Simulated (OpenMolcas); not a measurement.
Ni2+ (d8) among equal point charges was computed by CASSCF with the d shell active (OpenMolcas, ANO-RCC-VDZP on the metal). Its lowest spin-free states, and all those of the highest spin:

```tsv
2S+1	Degeneracy	E (cm-1)
3	3	0.0
3	3	3047
3	1	6808
1	3	17139
1	2	18226
3	3	21726
1	3	26302
1	3	27841
1	1	28313
1	2	28602
1	1	63893
```

Is the site octahedral, tetrahedral or cube-like, axial, or of lower symmetry?

The states with 2S+1 = 3 have orbital degeneracies 3, 3, 1, 3. Threefold states need a cubic site. For d8 at this spin an octahedron puts the single A2 below the threefold T2 and a tetrahedron or cube puts the threefold T1 below the threefold T2, so the site is a tetrahedron or a cube, which this pattern cannot tell apart. The run had Ni2+ among 8 point charges of -1.6 e arranged as a cube (Oh), 1.95 Å from the ion.

An orbital triplet at a regular site is open to Jahn-Teller coupling, which can distort the site and quench the lowest spin-orbit gaps and is left out. Without dynamic correlation the repulsion within the d shell is too large (B by tens of per cent), so at a given field states of lower spin stand too high. Point charges carry no covalency, so the field is a model and not that of real ligands. No measured value stands beside these numbers.
